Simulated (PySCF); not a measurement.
An unknown shows these calculated signals:

1H NMR (400 MHz, computed): δ 6.59 (m, 1H), 4.90 (m, 1H), 4.73 (s, 2H), 4.53 (m, 1H), 1.07 (s, 9H).

13C{1H} NMR (computed): δ 152.9 (CH), 100.7 (CH2), 27.3 (CH3), 21.4 (C).

Calculated, not measured (PySCF 2.14.0 with density-fitted response routines): σ from GIAO-PBE0/pcSseg-1, geometry from GFN2-xTB. No relativistic terms, fast rotation and ring inversion assumed for equivalent nuclei, gas phase, a single conformation.

Scale: TMS for 1H, 13C (reference shieldings calculated alike).

Which of these does the molecule contain: a CH3CH2 unit, an amide, a Si–H bond, a non-aromatic C=C double bond, a tert-butyl group, a benzene ring?

Results:


- A CH3CH2 unit: no.
- An amide: no.
- A Si–H bond: yes (δH 4.73 (s)).
- A non-aromatic C=C double bond: yes.
- A tert-butyl group: yes (δC 27.3, 21.4; δH 1.07 (s)).
- A benzene ring: no.

The data belong to `C=CO[SiH2]C(C)(C)C`, C$_{6}$H$_{14}$OSi; they needn't prove each group on their own.

Carbon signals by region: 2 in the sp2 and nitrile region (100–160 ppm), 2 below 50 ppm.

Shifts are as computed. Against solution values, carbons near 30 ppm lie about +3 ppm off and those near 130 ppm about +5 ppm. Of 1211 compounds with measured shifts, 218 miss one by over three times the rms of a fit or turn the order of signals round; such compounds aren't used in these exercises. Multiplicities follow the n + 1 count of equivalent neighbours, as no J values were calculated; m marks all less simple cases, F and P coupling included.
